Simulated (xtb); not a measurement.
C₄H₇NSi, SMILES C(/C(C)=C\[SiH3])#N. All values are semi-empirical tight-binding results from xtb (GFN2-xTB unless named), good for trends rather than for accurate numbers. The structure is a stationary point at GFN2-xTB. The structure was generated by enumeration; whether it is a known compound was not checked.

A frequency run showed that this geometry is not a minimum.

Computed properties:
```
Quantity                                        Value
--------------------------------------  -------------
point group as xtb finds it                        Cs
orbital gap                                   3.67 eV
dipole moment                                  3.50 D
static polarisability (D4 model)           80.1 bohr³
solvation energy, GFN2-xTB/ALPB(water)  -4.5 kcal/mol
solvation energy, GFN2-xTB/ALPB(dmf)    -6.9 kcal/mol
```
